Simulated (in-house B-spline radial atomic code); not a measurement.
**Functionals against successive ionisation energies: Pr to Pr⁴⁺**

Ionisation energies as differences of self-consistent total energies from a B-spline radial code for spherical atoms: all electrons, radial basis limit, scalar-relativistic (one-electron X2C), spin-polarised at highest spin, spherical densities; exact exchange is averaged over the determinants of each configuration. No spin-orbit coupling, Breit or QED terms. NIST's values run from ground level to ground level, so in open shells the differences also hold multiplet and fine-structure energies that spherical high-spin averages miss. Columns give computed minus NIST, in eV; a star marks a semi-empirical value. Species are left out where the tabulated value is theory, is uncertain by more than 0.12 eV, or (13 ions, such as In⁴⁺, Te⁴⁺ and Bi⁴⁺) lies off its series for all methods alike, which flatters the means a little.

```tsv
species	shell	NIST (eV)	TPSS	PBE0	HSE06	AM05
Pr	6s	5.47*	-0.18	-0.15	-0.14	-0.14
Pr⁺	6s	10.63 ± 0.02*	-0.08	+0.03	+0.07	+0.15
Pr²⁺	4f	21.62	+0.38	+0.07	+0.02	+0.69
Pr³⁺	4f	38.98 ± 0.03*	+0.24	+0.11	+0.05	+0.64
Pr⁴⁺	4f	57.53 ± 0.05*	+1.22	+1.22	+1.15	+1.71
```

(1) How do the methods rank, and which species is hardest?

## Answers

(1) Mean absolute (signed) differences: HSE06 0.29 (+0.23) eV; PBE0 0.32 (+0.25) eV; TPSS 0.42 (+0.32) eV; AM05 0.67 (+0.61) eV. For Pr⁴⁺, which loses a 4f electron, the nearest method is off by +1.15 eV, the largest such miss.
